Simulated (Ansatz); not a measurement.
Geometry optimisation, Ansatz 0.2.0, RKS PBE0-D4/def2-SVP.

The input (input.yaml):

```yaml
crystal:
  periodic: [false, false, false]
  atoms:
    - { symbol: C, position_ang: [-1.6918, 0.7382, 0.8114] }
    - { symbol: "N", position_ang: [-0.8939, -0.3654, 0.5747] }
    - { symbol: C, position_ang: [0.2589, -0.2949, 0.0469] }
    - { symbol: C, position_ang: [1.1491, -1.5523, -0.1008] }
    - { symbol: As, position_ang: [1.0999, 1.407, -0.495] }
    - { symbol: H, position_ang: [-1.9817, 1.2934, -0.1664] }
    - { symbol: H, position_ang: [-1.2165, 1.5049, 1.4886] }
    - { symbol: H, position_ang: [-2.6485, 0.4624, 1.2619] }
    - { symbol: H, position_ang: [1.1761, -2.0502, 0.9295] }
    - { symbol: H, position_ang: [2.0947, -1.3564, -0.4637] }
    - { symbol: H, position_ang: [0.54, -2.2398, -0.7821] }
    - { symbol: H, position_ang: [2.1317, 0.7686, -1.4544] }
    - { symbol: H, position_ang: [0.0024, 1.6497, -1.6359] }
basis:
  gaussian: { orbitals: def2-SVP }
hamiltonian:
  xc: pbe0
  dispersion: d4
relax:
  f_tol: 0.02
  max_steps: 50
output:
  orbitals: {}
```

Run as:

```bash
$ ansatz run input.yaml --threads 2 --pin off --max-ram 3072MiB --backend cpu --events-out ev --progress --plain --runs-dir out
```

Q: Where does it end, and by what steps?

A: The forces met the threshold. After 15 steps the energy has fallen by 0.492 eV; H11 moved furthest, 0.89 Å.

```
step  energy less start (eV)  largest force component (eV/Å)  accepted
   0                  0.0000                           4.591       yes
   1                 -0.3213                           1.165       yes
   2                 -0.3732                           0.371       yes
   3                 -0.3859                           0.151       yes
   4                 -0.3951                           0.130       yes
   5                 -0.3985                           0.541       yes
   6                 -0.4450                           0.223       yes
   7                 -0.4678                           0.281       yes
   8                 -0.4802                           0.240       yes
   9                 -0.4568                           0.541        no
  10                 -0.4858                           0.098       yes
  11                 -0.4902                           0.084       yes
  12                 -0.4874                           0.197        no
  13                 -0.4913                           0.057       yes
  14                 -0.4915                           0.062       yes
  15                 -0.4922                           0.015       yes
```

```xyz
13
Properties=species:S:1:pos:R:3
C -1.703 0.772 0.809
N -0.883 -0.383 0.616
C 0.256 -0.316 0.076
C 1.084 -1.555 -0.085
As 1.130 1.393 -0.515
H -2.542 0.752 0.094
H -1.177 1.742 0.693
H -2.149 0.744 1.815
H 0.583 -2.395 0.417
H 2.090 -1.417 0.344
H 1.219 -1.796 -1.152
H 2.026 0.689 -1.524
H 0.087 1.734 -1.574
```

Run time: 36 s on 2 threads of AMD EPYC 9R45 96-Core Processor (Zen 5), with other jobs on the host, peak memory 0.35 GiB.
